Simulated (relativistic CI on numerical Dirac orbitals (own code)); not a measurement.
Electric-dipole transitions in Tc III

Method of calculation: Dirac-Coulomb-Breit CI, KLI orbitals optimised for each configuration, QED by a radiative potential, valence Slater integrals scaled by 0.85, P86 correlation energy added to each configuration (own radial code, finite nucleus).

Configuration list (outside the closed core [Ar] 3d10 4s2): 4p6.4d5, 4p6.4d4.5s, 4p6.4d4.5p, 4p6.4d4.4f, 4p6.4d3.5s2, 4p6.4d4.5d, 4p6.4d4.6s, 4p6.4d3.5s.5p, 4p6.4d4.6p, 4p6.4d4.6d, 4p6.4d4.5f, 4p6.4d4.5g, 4p6.4d3.5p2, 4p5.4d6, 4p6.4d3.5s.6s. Levels of other configurations are missing.

| λ vac (Å) | Lower | Upper | A (s⁻¹) | E lower (eV) | E upper (eV) |
| --- | --- | --- | --- | --- | --- |
| 1045.9 | 4p6.4d5 6S_5/2 [1] | 4p6.4d4.5p 6P°_7/2 [101] | 1.23e+09 | 0.0000 | 11.8542 |
| 1047.2 | 4p6.4d5 6S_5/2 [1] | 4p6.4d4.5p 6P°_3/2 [100] | 5.91e+08 | 0.0000 | 11.8391 |
| 1051.8 | 4p6.4d5 6S_5/2 [1] | 4p6.4d4.5p 6P°_5/2 [99] | 1.08e+09 | 0.0000 | 11.7874 |
| 1057.6 | 4p6.4d5 6S_5/2 [1] | 4p6.4d4.5p 6P°_3/2 [98] | 6.55e+08 | 0.0000 | 11.7230 |
| 1059.6 | 4p6.4d5 4G_7/2 [3] | 4p6.4d4.5p 4F°_5/2 [166] | 3.81e+08 | 2.5256 | 14.2271 |
| 1059.8 | 4p6.4d5 4G_11/2 [4] | 4p6.4d4.5p 4F°_9/2 [167] | 2.48e+08 | 2.5357 | 14.2344 |
| 1060.0 | 4p6.4d5 4G_9/2 [5] | 4p6.4d4.5p 4F°_9/2 [167] | 2.86e+08 | 2.5377 | 14.2344 |
| 1062.0 | 4p6.4d5 4G_5/2 [2] | 4p6.4d4.5p 4F°_3/2 [163] | 7.22e+08 | 2.5074 | 14.1822 |
| 1066.6 | 4p6.4d5 4G_11/2 [4] | 4p6.4d4.5p 4F°_9/2 [161] | 5.74e+08 | 2.5357 | 14.1599 |
| 1068.9 | 4p6.4d5 4G_9/2 [5] | 4p6.4d4.5p 4H°_7/2 [160] | 4.41e+08 | 2.5377 | 14.1366 |
| 1071.4 | 4p6.4d5 4G_7/2 [3] | 4p6.4d4.5p 4F°_5/2 [157] | 4.60e+08 | 2.5256 | 14.0982 |
| 1071.4 | 4p6.4d5 4G_11/2 [4] | 4p6.4d4.5p 4G°_11/2 [158] | 4.51e+08 | 2.5357 | 14.1080 |
| 1073.6 | 4p6.4d5 4G_11/2 [4] | 4p6.4d4.5p 4H°_9/2 [155] | 2.88e+08 | 2.5357 | 14.0838 |
| 1074.1 | 4p6.4d5 4G_9/2 [5] | 4p6.4d4.5p 4F°_7/2 [154] | 3.28e+08 | 2.5377 | 14.0804 |
| 1079.2 | 4p6.4d5 4G_11/2 [4] | 4p6.4d4.5p 2I°_11/2 [151] | 4.29e+08 | 2.5357 | 14.0243 |
| 1079.9 | 4p6.4d5 4G_5/2 [2] | 4p6.4d4.5p 4G°_5/2 [148] | 6.98e+08 | 2.5074 | 13.9889 |
| 1080.1 | 4p6.4d5 4G_9/2 [5] | 4p6.4d4.5p 4G°_9/2 [150] | 8.65e+08 | 2.5377 | 14.0163 |
| 1080.3 | 4p6.4d5 4G_7/2 [3] | 4p6.4d4.5p 4G°_7/2 [149] | 9.25e+08 | 2.5256 | 14.0026 |
| 1105.4 | 4p6.4d5 4G_11/2 [4] | 4p6.4d4.5p 4G°_11/2 [137] | 4.14e+08 | 2.5357 | 13.7523 |
| 1109.1 | 4p6.4d5 2I_13/2 [14] | 4p6.4d4.5p 2I°_13/2 [200] | 7.52e+08 | 3.6863 | 14.8656 |
| 1112.7 | 4p6.4d5 2I_11/2 [13] | 4p6.4d4.5p 2I°_11/2 [197] | 9.90e+08 | 3.6466 | 14.7895 |
| 1122.9 | 4p6.4d5 2I_13/2 [14] | 4p6.4d4.5p 2K°_13/2 [195] | 4.85e+08 | 3.6863 | 14.7279 |
| 1128.1 | 4p6.4d5 4P_5/2 [6] | 4p6.4d4.5p 4D°_7/2 [138] | 4.16e+08 | 2.7776 | 13.7683 |
| 1138.9 | 4p6.4d5 4G_11/2 [4] | 4p6.4d4.5p 4H°_13/2 [128] | 2.26e+08 | 2.5357 | 13.4223 |
| 1231.8 | 4p6.4d5 4G_11/2 [4] | 4p6.4d4.5p 4F°_9/2 [118] | 3.34e+08 | 2.5357 | 12.6011 |
| 1243.6 | 4p6.4d5 4G_9/2 [5] | 4p6.4d4.5p 4F°_7/2 [117] | 3.38e+08 | 2.5377 | 12.5075 |
| 1251.1 | 4p6.4d5 4G_7/2 [3] | 4p6.4d4.5p 4F°_5/2 [116] | 3.44e+08 | 2.5256 | 12.4355 |
| 1255.5 | 4p6.4d5 4G_5/2 [2] | 4p6.4d4.5p 4F°_3/2 [115] | 3.86e+08 | 2.5074 | 12.3824 |
| 2095.1 | 4p6.4d4.5s 6D_9/2 [36] | 4p6.4d4.5p 6D°_9/2 [112] | 3.32e+08 | 6.2628 | 12.1807 |
| 2181.2 | 4p6.4d4.5s 4G_11/2 [61] | 4p6.4d4.5p 4H°_13/2 [178] | 3.07e+08 | 8.7624 | 14.4466 |
| 2202.9 | 4p6.4d4.5s 4H_13/2 [49] | 4p6.4d4.5p 4I°_15/2 [144] | 5.21e+08 | 8.2644 | 13.8926 |
| 2208.4 | 4p6.4d4.5s 6D_9/2 [36] | 4p6.4d4.5p 6F°_11/2 [102] | 5.20e+08 | 6.2628 | 11.8770 |
| 2213.9 | 4p6.4d4.5s 4H_11/2 [48] | 4p6.4d4.5p 4I°_13/2 [141] | 4.54e+08 | 8.2038 | 13.8040 |
| 2217.4 | 4p6.4d4.5s 6D_9/2 [36] | 4p6.4d4.5p 6P°_7/2 [101] | 4.36e+08 | 6.2628 | 11.8542 |
| 2239.0 | 4p6.4d4.5s 6D_7/2 [35] | 4p6.4d4.5p 6F°_9/2 [97] | 3.57e+08 | 6.1686 | 11.7060 |
| 2243.2 | 4p6.4d4.5s 4H_9/2 [46] | 4p6.4d4.5p 4I°_11/2 [136] | 4.00e+08 | 8.1503 | 13.6774 |
| 2248.0 | 4p6.4d4.5s 4G_9/2 [60] | 4p6.4d4.5p 4H°_11/2 [169] | 2.84e+08 | 8.7482 | 14.2635 |
| 2260.9 | 4p6.4d4.5s 6D_5/2 [34] | 4p6.4d4.5p 6F°_7/2 [95] | 2.70e+08 | 6.0878 | 11.5717 |
| 2298.3 | 4p6.4d4.5s 4H_7/2 [45] | 4p6.4d4.5p 4I°_9/2 [130] | 3.11e+08 | 8.1167 | 13.5113 |
| 2335.8 | 4p6.4d4.5s 4D_7/2 [44] | 4p6.4d4.5p 4D°_7/2 [122] | 3.25e+08 | 7.8383 | 13.1462 |
| 2361.4 | 4p6.4d4.5s 2I_11/2 [72] | 4p6.4d4.5p 2K°_13/2 [195] | 3.04e+08 | 9.4774 | 14.7279 |
| 2403.8 | 4p6.4d4.5s 4H_13/2 [49] | 4p6.4d4.5p 4H°_13/2 [128] | 3.25e+08 | 8.2644 | 13.4223 |
| 2428.8 | 4p6.4d4.5s 4H_11/2 [48] | 4p6.4d4.5p 4H°_11/2 [126] | 2.94e+08 | 8.2038 | 13.3086 |
| 2444.6 | 4p6.4d4.5s 4H_9/2 [46] | 4p6.4d4.5p 4H°_9/2 [124] | 2.75e+08 | 8.1503 | 13.2221 |
| 2603.2 | 4p6.4d4.5s 4D_7/2 [44] | 4p6.4d4.5p 4F°_9/2 [118] | 2.25e+08 | 7.8383 | 12.6011 |

Terms are leading LS components. Brackets give the number of a level in order of energy, since labels repeat. The list gives strong lines, with weight on those to low levels, without lines whose two gauges differ by over a factor of 2.5, among the lowest 200 of 2903 levels, so that lines to higher ones, which can be the strongest, are missing, and without lines across small gaps between configurations. Levels whose partners in the same complex of configurations lie outside the list can be far off, and so can their lines. Rates are taken at the computed energies, electric ones in the length gauge.

Correlation outside the listed configurations is missing or only estimated: errors of thousands of cm⁻¹ between configurations and terms are usual at this charge. Rates and lifetimes follow the computed energies and can be off by large factors. The fine structure of a lone outer electron comes out too small, for d and f at times inverted, and misplaced configurations move strength between like terms.

LS names give the leading component of a level, which can be under half, so a name can repeat, a term be missing and a line seem to break the LS rules.
